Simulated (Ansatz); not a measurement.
System: sum formula H$_{5}$SiN$_{2}$O$_{2}$, charge 0, multiplicity 2. It need not be the lowest isomer of its formula. 
Coordinates optimised at B3LYP-D3(BJ)/def2-TZVP (Ansatz, a first-principles code):
```
Si
O 1 1.6419
H 2 0.9608 1 115.95
O 1 1.6503 2 103.78 3 -16.31
H 4 0.9605 1 117.51 2 176.22
N 1 1.6958 2 106.80 3 -141.53
H 6 1.0051 1 122.43 2 -147.31
H 6 1.0054 7 113.70 1 -169.83
N 1 1.7384 2 119.83 3 101.29
H 9 1.0199 1 117.10 2 -12.61
```
Charge 0, spin multiplicity 2.

Wanted: atomisation energy (electronic, to ground-state atoms), in kJ/mol. Cores are frozen in the correlated levels unless marked. UHF or UKS for open shells. No spin-orbit coupling. No relativistic terms. The coupled-cluster limit lacks core correlation, which all-electron functionals hold. Basis-set limits of correlation are two-point, X^-3; Hartree-Fock from the larger set.

| level | program | atomisation energy (kJ/mol) | minus last row |
|---|---|---|---|
| PBE/def2-TZVPD | Ansatz | 3771.0 | 38.8 |
| BLYP-D3(BJ)/def2-TZVPD | Ansatz + dftd3 | 3742.6 | 10.4 |
| PBE0/def2-TZVP | Ansatz | 3658.2 | -74.0 |
| r2SCAN0-D4/def2-TZVPD | Ansatz + dftd4 | 3620.3 | -111.9 |
| HSE06-D4/def2-TZVPD | Ansatz + dftd4 | 3685.4 | -46.8 |
| CAM-B3LYP/def2-TZVPD | Ansatz | 3729.6 | -2.6 |
| wB97X-V/def2-TZVPD | Ansatz | 3728.5 | -3.7 |
| CCSD(T)/STO-3G | Ansatz | 2772.8 | -959.4 |
| CCSD(T)/cc-pV(T+d)Z | Ansatz | 3584.0 | -148.2 |
| CCSD(T)/CBS(cc-pV(T+d)Z,cc-pV(Q+d)Z) | Ansatz | 3732.2 | 0.0 |
